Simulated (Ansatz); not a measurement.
Computed with Ansatz on PBE0-D4/def2-TZVP structures; ΔE is electronic, products minus reactants. CCSD(T)/CBS is the MP2 limit (def2-TZVPP, def2-QZVPP) plus CCSD(T) − MP2 in def2-TZVPP, frozen cores. For Ge outer-core shells are correlated without core-valence functions, which leaves a few kJ/mol of doubt a bond. Scalar relativity is left out up to krypton. One conformer a species, not always the lowest.

Consider the cleavage of the B–Si bond: `OB(F)[SiH2]S` + `[NH2][GeH3]` → `OB(F)[NH][GeH3]` + `[SiH3]S`.

```csv
species,MP2/def2-QZVPP energy (Eh)
`OB(F)[SiH2]S`,-889.01943
`[NH2][GeH3]`,-2133.56701
`OB(F)[NH][GeH3]`,-2333.44237
`[SiH3]S`,-689.19666
```

Work out ΔE.

ΔE = (-2333.44237) + (-689.19666) − (-889.01943) − (-2133.56701) = -0.05259 Eh = -138.1 kJ/mol. CCSD(T)/CBS gives -132.9 kJ/mol.

Largest T1 diagnostic among the species: 0.013.

From PBE to PBE0 (25 % exact exchange), in def2-TZVPP and without D4, ΔE moves by −9.5 kJ/mol. In def2-TZVPP, CCSD(T) changes the Hartree–Fock value by +18.4 kJ/mol (the triples alone add +3.2 kJ/mol) and MP2 by +14.2 kJ/mol.
